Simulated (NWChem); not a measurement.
System: CH₇As₂Ga; SMILES [AsH2][Ga]([CH3])[AsH2]

```xyz
11

Ga    -0.6200     0.0139    -0.0113
As     0.6086     2.1120     0.0500
H      1.6443     1.5668     1.0254
H     -0.2749     2.6704     1.1609
As     0.6180    -2.0802    -0.0141
H      1.7114    -1.5219    -0.9163
H     -0.1902    -2.6291    -1.1854
C     -2.5939     0.0032    -0.0221
H     -2.9905    -0.8155    -0.6410
H     -3.0070     0.9585    -0.3779
H     -2.9508    -0.1549     1.0097
```
Atoms are numbered in this order, from 1.

Program: NWChem. Pople sets run with spherical d functions. STO-3G and 3-21G are far too small for this property and stand as cheap habits. Structure relaxed at the PBE0/def2-SVP level. B3LYP is NWChem's, with the RPA form of VWN correlation. GIAO values for the isolated, static molecule; σ is the absolute isotropic shielding, δ = σ(reference) − σ with the isolated reference molecule computed at the same levels (1H: tetramethylsilane).

```csv
level,σ Ga1 (ppm),σ As2 (ppm),δ H3 (ppm),σ As5 (ppm),δ H6 (ppm),δ H7 (ppm),δ H9 (rotor mean) (ppm)
KT2/pcSseg-1,845.1,1852.3,2.26,1848.2,2.28,2.25,0.85
Hartree-Fock/6-31G*,1360.8,2102.5,2.05,2101.4,2.06,2.05,0.44
Hartree-Fock/STO-3G,[?],[?],[?],[?],[?],[?],[?]
B3LYP/6-31G*,1141.8,1933.9,2.35,1932.9,2.36,2.35,0.79
```

**Question.** Complete the blanks.

**Answer.** 
- Hartree-Fock/STO-3G, σ Ga1 (ppm): 930.9
- Hartree-Fock/STO-3G, σ As2 (ppm): 2606.6
- Hartree-Fock/STO-3G, δ H3 (ppm): 8.00
- Hartree-Fock/STO-3G, σ As5 (ppm): 2593.4
- Hartree-Fock/STO-3G, δ H6 (ppm): 8.35
- Hartree-Fock/STO-3G, δ H7 (ppm): 2.80
- Hartree-Fock/STO-3G, δ H9 (rotor mean) (ppm): -9.98
